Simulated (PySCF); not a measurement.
A structure optimised at PBE-D3(BJ)/def2-SVP, used in a PySCF frequency run:

```
C
O 1 1.4745
C 2 1.4448 1 91.06
H 3 1.1121 2 112.00 1 128.58
H 3 1.1149 4 108.39 2 -124.11
C 1 1.5183 2 111.55 3 -127.37
H 6 1.1091 1 111.09 2 -64.23
H 6 1.1099 7 108.14 1 121.72
H 6 1.1105 7 107.97 8 117.35
C 3 1.5379 4 117.01 5 -130.98
H 10 1.1078 3 117.02 4 117.52
H 10 1.1085 11 108.95 3 131.50
Si 1 1.9235 2 106.72 3 107.83
H 13 1.5033 1 109.42 2 64.08
H 13 1.5045 14 109.56 1 118.80
H 13 1.5093 14 108.95 15 118.67
```

**Question.** Write its SMILES and formula.

**Answer.** C[C@@]1([SiH3])CCO1, C4H10OSi

**Question.** What are its rotational constants (standard atomic weights)?

**Answer.** 3.8541, 2.4296, 1.9973 GHz
